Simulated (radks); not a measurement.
The numbers below are computed, except where a source is named.
Task: Numerical settings for the manganese ion Mn2+, [Ar] 3d5. Level of theory: scalar-relativistic Kohn-Sham, LDA (Slater exchange, Perdew-Wang correlation), spin-unpolarised, spherical densities, point nucleus (a radial shooting solver on a logarithmic mesh with Libxc functionals). The defaults (mesh step 0.008 in ln r, mesh end at 40 bohr or more with all orbitals vanishing there, Anderson mixing 0.5 over 9 steps, residual threshold near 1e-9 with the energy settled to 1e-9 hartree or 1e-11 of itself, here a cap of 75 iterations) give E = -1155.2407 hartree and 3d at -24.622 eV in 14 iterations. Run on one thread of a shared host, so times are rough (Arm Neoverse N1): 0.1 s of CPU time, 0.1 s wall, 14 iterations on 2476 mesh points. One setting is changed at a time: mesh step in ln r 0.03; mesh step in ln r 0.2; mesh step in ln r 0.005; mesh end (bohr) 1; mesh end (bohr) 8; residual threshold 1e-05; residual threshold 0.1; mixing 1.5; linear mixing, mixing 1; linear mixing, mixing 0.5; mixing history 20; iteration cap 5. Which runs fail to converge, and which converge to a wrong energy?

Result: Not converged within the cap: mesh step in ln r 0.2; linear mixing, mixing 1; iteration cap 5. Settled on a wrong energy, with an occupied level pushed above zero by the early mesh end: mesh end (bohr) 1 (+62.4 hartree). Apart from these: no run marked as converged misses the energy by more than 1 mhartree.
